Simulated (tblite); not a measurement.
C3H7OSi (charge -1).
Structure used (GFN2-xTB), in Å, numbered top down from 1:
```
atom  x, y, z in Å
C1    -0.532   -1.824    0.518
C2    -0.052   -0.594    0.284
C3    -0.776    0.331   -0.664
O4     1.043   -0.170    0.865
Si5    1.877    1.354    0.747
H6    -0.031   -2.500    1.191
H7    -1.433   -2.180    0.043
H8    -1.666   -0.142   -1.078
H9    -0.104    0.616   -1.474
H10   -1.058    1.241   -0.135
H11    0.745    2.341    0.979
H12    1.986    1.527   -0.757
```

Level: GFN2-xTB in tblite, geometry and Hessian alike; calculated harmonic values, unscaled, isolated species. This tight-binding method is rough: wavenumbers can miss measured ones by several per cent, in bad cases by 10 to 20. Modes of hydrogen on silicon can be 10 to 20 % off. One conformer, not necessarily the lowest.

How many normal modes are there?

12 atoms, non-linear: 3N − 6 = 30.

What is the point group of the computed structure, and how do the modes divide by symmetry?

Cs. The vibrations span 19 a′ + 11 a″.

How many distinct wavenumbers does the calculation give?

30: Cs has no degenerate species.

How many fundamentals are allowed in the infrared by symmetry?

30 of 30: in Cs every mode is allowed. All fundamentals are allowed in the Raman spectrum.

How large is the harmonic zero-point energy?

Half the sum of the wavenumbers, 18626 cm⁻¹, or 53.3 kcal/mol from 30 modes; those above 1550 cm⁻¹ give 28.7 kcal/mol of it.

How far is the lowest real mode excited at 500 K, as a harmonic oscillator?

39.2 cm⁻¹ is a vibrational temperature θ of 56 K. The population of v = 1 over v = 0 is exp(−θ/T) = 0.89, and the mean quantum number is 8.4.

Time: 0.19 s of wall time. Hardware: Arm Neoverse V2, one thread, shared host with 96 logical CPUs at a one-minute load of 44. This covers the Hessian and the dipole derivatives.
